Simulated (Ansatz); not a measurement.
Au₄O₂⁻, relaxed as a doublet with UKS r2SCAN-D4/def2-SVPD in Ansatz, starting from the GFN1-xTB geometry. Force threshold 0.02 eV/Å.

In the def2 sets Au takes a core potential; there is no spin–orbit coupling. The structure comes from a short search, and lower isomers may exist.

Start:

```xyz
6

Au   -1.461    1.857    1.410
Au    2.110    0.730   -3.436
Au    1.254   -0.547   -1.492
Au   -0.613   -0.634    1.126
O     0.601   -1.608    0.057
O    -1.892    0.202    2.335
```

| step | energy (eV) | largest force component (eV/Å) | SCF passes |
| --- | --- | --- | --- |
| 1 | -18871.3431 | 1.521 | 64 |
| 2 | -18871.6175 | 0.527 | 41 |
| 3 | -18871.6617 | 0.440 | 36 |
| 4 | -18871.7035 | 0.135 | 37 |
| 5 | -18871.7099 | 0.021 | 33 |
| 6 | -18871.7111 | 0.021 | 31 |
| 7 | -18871.7114 | 0.017 | 30 |

Force components are those of the run's own axes.

End:

```xyz
6

Au   -1.921    2.110    1.738
Au    2.271    0.648   -3.524
Au    1.306   -0.634   -1.565
Au   -0.541   -0.656    1.076
O     0.594   -1.730   -0.043
O    -1.709    0.262    2.319
```

By distances, no bond broke or formed, bridged metal pairs apart. The bond that changes most is Au2–Au3, from 2.48 to 2.53 Å (atoms count from 1). Metal–metal contacts that move far: Au1–Au4 2.65 to 3.16 Å. The end is the same structure that another start reached.

No frequencies were taken in this run, so the end may be a saddle point.

Run time 83 s (4 threads of Arm Neoverse V1 on a shared host).
